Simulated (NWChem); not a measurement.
GeHCl₂F; SMILES [F][GeH]([Cl])[Cl]

```xyz
5

Ge     0.3513     0.3243     0.0000
F      1.7755    -0.6482     0.0000
Cl    -0.7588    -0.2029     1.7385
Cl    -0.7588    -0.2029    -1.7385
H      0.7554     1.7940     0.0000
```
Atoms are numbered in this order, from 1.

Level: PBE0/def2-SVP (NWChem), optimised geometry, unscaled harmonic frequencies. 

List the harmonic frequencies with IR intensities, and the thermochemistry.


| frequency (cm⁻¹) | IR intensity (km/mol) |
|---|---|
| 145 | 2.4 |
| 196 | 10.4 |
| 215 | 19.0 |
| 438 | 28.6 |
| 466 | 97.1 |
| 712 | 87.4 |
| 720 | 88.0 |
| 743 | 35.4 |
| 2236 | 50.8 |

| Quantity | Result |
|---|---|
| zero-point energy | 8.4 kcal/mol |
| thermal correction to the enthalpy at 298.15 K (with zero-point energy) | 12.4 kcal/mol |
| heat capacity Cv | 16.6 cal/(mol K) |
| entropy at 298.15 K and 1 atm (symmetry number 1) | 78.1 cal/(mol K) |
| dipole moment | 1.87 D |

Rigid rotor and harmonic oscillator.
